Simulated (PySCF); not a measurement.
# Structure from 2D NMR

Compound of formula C$_{2}$H$_{10}$N$_{2}$OSi$_{3}$. Correlations simulated from computed shifts and the bond graph:

HSQC (one-bond C–H):
```tsv
δH	δC
7.40	158.7
7.40	155.4
```

COSY cross peaks (H two or three bonds apart, from the bond graph; peaks can be absent where the dihedral angle is near 90°):
```tsv
δH	δH
7.40	7.40
7.40	5.44
7.40	5.33
7.40	5.16
5.37	5.12
5.33	5.16
```

HMBC (two and three bonds, from the bond graph):
```tsv
δH	δC
7.40	155.4
7.40	158.7
5.44	158.7, 155.4
5.33	158.7, 155.4
5.16	158.7, 155.4
```

No relativistic terms, no solvent model, one averaged value for each set of equivalent atoms, a single conformation. Coordinates at the GFN2-xTB level; NMR shieldings at PBE0/pcSseg-1/GIAO; PySCF 2.14.

References, each an isolated molecule treated in the same way: $^{1}$H (σref 31.72) and $^{13}$C (σref 186.93) against TMS.

Exchangeable hydrogens are left out of these lists.

**Question.** Which molecule is this?

**Answer.** SMILES N[SiH2]O[Si@@H]1C=C[SiH2]N1.

Mapped SMILES: `[NH2:1][SiH2:2][O:3][Si@@H:4]1[CH:5]=[CH:6][SiH2:7][NH:8]1` (H(Xn): hydrogen on atom n). Ha(Si7) is cis to O3 on the ring; Ha(Si2) is pro-R; Hb(Si2) is pro-S; Hb(Si7) is trans to O3 on the ring.

1. δC 158.7 is C5, an alkene CH (δH 7.40).
2. δC 155.4 is C6, an alkene CH (δH 7.40).
3. COSY links 7.40–7.40, 7.40–5.44, 7.40–5.33, 7.40–5.16, 5.37–5.12, 5.33–5.16.

The data come from this structure; uniqueness wasn't tested.

OH/NH shifts are gas-phase values; hydrogen bonding in solution moves them, usually downfield. Shifts are as computed. Against solution values, carbons near 30 ppm lie about +3 ppm off and those near 130 ppm about +5 ppm. Of 1309 compounds with measured shifts, 239 miss one by over three times the rms of a fit or turn the order of signals round; such compounds aren't used in these exercises.
